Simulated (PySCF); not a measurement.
C2HIN2O.
SMILES: `c1(I)ncno1`

Method: PBE0-D3(BJ)/def2-SVP geometry optimisation, gas phase, def2 core potentials past Kr in PySCF 2.14.0.

Masses are those of the commonest isotopes; rigid-rotor values at the optimised geometry. 

**Question.** What are A, B and C (MHz)?

**Answer.** Ia = 48.77, Ib = 491.02, Ic = 539.80 u·Å²; 505379 MHz·u·Å²/I gives A = 10362, B = 1029, C = 936.2 MHz.

**Question.** Classify the top.

**Answer.** A near-prolate asymmetric top: κ = (2 × 1029 − 10362 − 936.2)/(10362 − 936.2) = -0.98.

**Question.** Is it planar, by Δ = Ic − Ia − Ib?

**Answer.** Planar: Δ = Ic − Ia − Ib = 0.00 u·Å². For a rigid frame Δ = −2 Σ m c², so it vanishes when all atoms lie in the ab plane; here none is more than 0.01 Å from it.

**Question.** Give the coordinates in the principal-axis frame, origin at the centre of mass.

**Answer.** The sense of each axis is arbitrary; atoms in the order of the calculation.
```json
{"atom": "I1", "mass (u)": "126.904", "a (Å)": "1.114", "b (Å)": "0.001", "c (Å)": "0.000"}
{"atom": "C2", "mass (u)": "12.000", "a (Å)": "-0.941", "b (Å)": "-0.109", "c (Å)": "-0.001"}
{"atom": "N3", "mass (u)": "14.003", "a (Å)": "-1.683", "b (Å)": "-1.167", "c (Å)": "-0.001"}
{"atom": "C4", "mass (u)": "12.000", "a (Å)": "-2.933", "b (Å)": "-0.616", "c (Å)": "0.001"}
{"atom": "N5", "mass (u)": "14.003", "a (Å)": "-2.958", "b (Å)": "0.686", "c (Å)": "0.001"}
{"atom": "O6", "mass (u)": "15.995", "a (Å)": "-1.629", "b (Å)": "1.030", "c (Å)": "-0.001"}
{"atom": "H7", "mass (u)": "1.008", "a (Å)": "-3.852", "b (Å)": "-1.202", "c (Å)": "0.002"}
```

**Question.** Which types of transition are allowed, and where do some lines up to J = 5 fall?

**Answer.** The dipole components are |μa| = 0.98 D, |μb| = 0.66 D, |μc| = 0.00 D; the mirror of this Cs structure is the ab plane, so μc vanishes by symmetry and there are no c-type lines. Intensities carry the squares of the components, which stand as 1.00 : 0.45 (a : b). Some of the stronger lines:

```csv
type,branch,"J(Ka,Kc)",MHz,lower level (cm⁻¹)
a,Q,"3(1,2) ← 3(1,3)",558,0.697
a,R,"1(0,1) ← 0(0,0)",1965,0.000
a,R,"3(2,1) ← 2(2,0)",5899,1.448
a,R,"4(0,4) ← 3(0,3)",7855,0.393
a,R,"4(2,3) ← 3(2,2)",7861,1.645
a,R,"5(4,1) ← 4(4,0)",9829,5.661
b,Q,"4(1,3) ← 4(0,4)",9852,0.655
b,R,"4(1,4) ← 3(0,3)",16777,0.393
b,R,"5(1,5) ← 4(0,4)",18514,0.655
b,Q,"4(2,2) ← 4(1,3)",27683,0.984
b,Q,"3(2,1) ← 3(1,2)",27861,0.716
b,R,"3(2,2) ← 2(1,1)",33893,0.514
b,R,"3(2,1) ← 2(1,2)",34176,0.505
b,R,"4(2,2) ← 3(1,3)",36288,0.697
b,R,"5(2,4) ← 4(1,3)",37499,0.984
b,Q,"5(4,2) ← 5(3,3)",65650,3.799
b,Q,"4(4,0) ← 4(3,1)",65650,3.471
```

**Question.** Estimate the classical rotational partition function at 25 K, 200 K and 500 K.

**Answer.** Point group Cs, symmetry number σ = 1; q = (√π/σ)·√((kT/h)³/(ABC)), k/h = 20836.6 MHz/K: 6670 at 25 K, 151000 at 200 K, 596000 at 500 K.

No PBE0-D3(BJ)/def2-SVP frequencies stand behind this structure, so it isn't proved a minimum. Zero-point vibration and centrifugal distortion are left out. Quadrupole hyperfine structure (14N, 127I) is left out.
